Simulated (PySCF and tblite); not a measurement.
Values are calculated unless marked as measured or tabulated.
Stationary points of C4H3FN2S2 at GFN2-xTB, in Å:

Structure A

```
 1 C    -2.001    0.040   -0.726
 2 C    -1.022   -0.353    0.327
 3 S    -1.478   -1.084    1.716
 4 C     0.358   -0.068    0.083
 5 N     1.360   -0.331    0.875
 6 C     2.490    0.082    0.310
 7 F     3.632   -0.081    0.932
 8 N     2.462    0.652   -0.869
 9 S     0.937    0.719   -1.388
10 H    -1.767   -0.457   -1.667
11 H    -3.007   -0.231   -0.418
12 H    -1.958    1.115   -0.902
```

Structure B

```
 1 C    -2.002    0.348   -0.356
 2 C    -1.035   -0.589    0.272
 3 S    -1.460   -1.906    1.119
 4 C     0.381   -0.302    0.090
 5 N     1.139    0.356    0.908
 6 C     2.390    0.383    0.423
 7 F     3.328    1.007    1.093
 8 N     2.656   -0.200   -0.708
 9 S     1.303   -0.872   -1.295
10 H    -1.825    0.406   -1.431
11 H    -3.021    0.021   -0.168
12 H    -1.856    1.349    0.053
```

Structure C

```
 1 C    -1.932    0.479   -0.202
 2 C    -1.032   -0.701   -0.212
 3 S    -1.574   -2.243   -0.297
 4 C     0.375   -0.451   -0.142
 5 N     0.940    0.729   -0.072
 6 C     2.259    0.568   -0.024
 7 F     3.043    1.618    0.050
 8 N     2.772   -0.636   -0.050
 9 S     1.581   -1.723   -0.143
10 H    -1.691    1.133   -1.040
11 H    -2.971    0.168   -0.260
12 H    -1.766    1.060    0.705
```

The path came from a restrained scan, a climbing-image band and a saddle search at GFN2-xTB; energies are PBE0/pcSseg-1 + D3(BJ)//GFN2-xTB, thermal terms GFN2-xTB.

Question: Which structure is a saddle point, and along which motion?

Answer: B: one imaginary mode (51i cm⁻¹ at GFN2-xTB, mostly on C1, S3, S9), along the rotation about the C4–C2 bond (torsion N5–C4–C2–C1 from 0° to 180°, rising).

Question: Give their symmetry and energies above the lowest.

Answer: A Cs, 6.1 kcal/mol; B C1, 8.3 kcal/mol; C Cs, 0.0 kcal/mol.
